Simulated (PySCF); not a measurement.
Electrostatic solvation of a mixed set.

Level: PBE0/pcSseg-1 in PySCF, non-relativistic, each on one gas-phase PBE0-D3(BJ)/def2-SVP geometry that isn't relaxed in the solvent. The solvent is an IEF-PCM continuum (Bondi radii, 1.10 Å for H, scaled by 1.2). The model holds no explicit solvent molecules, cavitation or dispersion.

Question: Order them by E(solvent) − E(gas) in chloroform (ε = 4.711), most negative first (kJ/mol).
A. `[CH:1]#[C:2][P@@:3]([CH3:4])(=[O:5])[C:6]([CH3:7])=[O:8]` with C2–P3–C6–C7 -95°
B. `[CH3:1]/[C:2]([F:3])=[C:4](/[CH3:5])[C:6](=[O:7])[Cl:8]` with C2–C4–C6–O7 1°
C. `[cH:1]1[cH:2][s:3][c:4](-[c:5]2[cH:6][cH:7][cH:8][s:9]2)[cH:10]1` with S3–C4–C5–C6 0°

Answer: A (-33.9), C (-14.3), B (-11.9).

| SMILES | charge | ΔE (kJ/mol) | polarisation term (kJ/mol) | HOMO shift (eV) | dipole gas (D) | dipole solvent (D) | atoms |
| --- | --- | --- | --- | --- | --- | --- | --- |
| C#C[P@@](C)(=O)C(C)=O | 0 | -33.9 | -37.2 | -0.06 | 2.32 | 2.80 | 15 |
| c1csc(-c2cccs2)c1 | 0 | -14.3 | -15.5 | -0.02 | 0.00 | 0.00 | 16 |
| C/C(F)=C(/C)C(=O)Cl | 0 | -11.9 | -13.1 | +0.14 | 2.53 | 3.04 | 14 |

The polarisation term is half the interaction of the solute with the induced surface charges.
